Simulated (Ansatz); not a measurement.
System: C₃H₃N₂, net charge 0, doublet state. It need not be the lowest isomer of its formula. 
Coordinates optimised at B3LYP-D3(BJ)/def2-TZVP (Ansatz, an electronic-structure program):
```xyz
8

C      0.4325     1.0944    -0.0806
C     -0.9035     0.8332     0.0792
C     -0.9283    -0.5799     0.1224
N      0.2817    -1.1179    -0.0002
N      1.1173    -0.0521    -0.1259
H     -1.7180     1.5299     0.1522
H     -1.7837    -1.2265     0.2384
H      2.1044    -0.1996    -0.2342
```
Charge 0, spin multiplicity 2.

Parts of the frozen-core correlation energy in cc-pwCVTZ (Ansatz, hartree). Frozen orbitals: 5; correlated occupied orbitals by spin: 13 and 12; virtual: 239 and 240. UHF or UKS for open shells. No spin-orbit coupling. No relativistic terms.

```
term                            value
-------------------------  ----------
reference (HF)             -224.21642
MP2 opposite-spin            -0.62010
MP2 same-spin                       …
CCSD correlation                    …
(T)                                 …
T1 diagnostic                   0.035
largest doubles amplitude       0.050
<S^2> of the reference          0.985
```

Problem. Complete the blanks.

Solution. 
- MP2 same-spin, value: -0.22208
- CCSD correlation, value: -0.86468
- (T), value: -0.04735
